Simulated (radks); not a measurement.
Question: The mean radii <r> (bohr) of the occupied orbitals of an atom or ion are listed with their occupations. All-electron calculation, Dirac Kohn-Sham, exchange-only PBE, spin-unpolarised, spherical densities, finite nucleus; Fermi nuclear charge, rms radius of each element as measured or else 0.836 A^(1/3) + 0.57 fm. Program: a radial shooting solver on a logarithmic mesh with Libxc functionals.

orbital  occ.      <r>
1s1/2       2  0.02781
2s1/2       2   0.1194
2p1/2       2   0.1008
2p3/2       4   0.1064
3s1/2       2   0.3219
3p1/2       2   0.3122
3p3/2       4   0.3237
3d3/2       4   0.2946
3d5/2       6   0.2983
4s1/2       2   0.7640
4p1/2       2   0.8004
4p3/2       4   0.8288
4d3/2       4   0.9547
4d5/2       6   0.9661
5s1/2       2    1.881

Name the element and its charge. Open shells, if any, fill j = l - 1/2 first.

Answer: Z = 52, tellurium, charge +4: Te4+ in [Kr] 4d10 5s2. The 1s radius gives Z: for a bare nucleus <r> = (2 gamma + 1)/(2Z) with gamma = sqrt(1 - (Z/c)^2), 0.02741 bohr for Z = 52, and screening makes it slightly larger (0.02781 here). The occupations add up to 48, and the charge is Z minus that.
